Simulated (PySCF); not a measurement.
C3H3F4, SMILES F[C](F)CC(F)F, multiplicity 2.

The structure is a stationary point at r2SCAN-D4/def2-SVP. The isomer is the one that the SMILES or the coordinates give; other isomers of the formula were not compared. One conformer was computed; it need not be the lowest.

All values below come from SMD-ωB97X/6-31G* in PySCF.

Solvation free energies are E(SMD) − E(gas) at the gas-phase geometry, for 1 M in both phases. In vacuum the dipole moment is 1.20 D.

```json
[
 {"solvent": "water", "ΔG(solv) (kcal/mol)": "0.2", "its non-electrostatic (CDS) part": "5.0", "dipole (D)": "1.57"},
 {"solvent": "tetrahydrofuran", "ΔG(solv) (kcal/mol)": "-2.7", "its non-electrostatic (CDS) part": "1.3", "dipole (D)": "1.49"},
 {"solvent": "dimethylsulfoxide", "ΔG(solv) (kcal/mol)": "-2.2", "its non-electrostatic (CDS) part": "2.5", "dipole (D)": "1.56"}
]
```
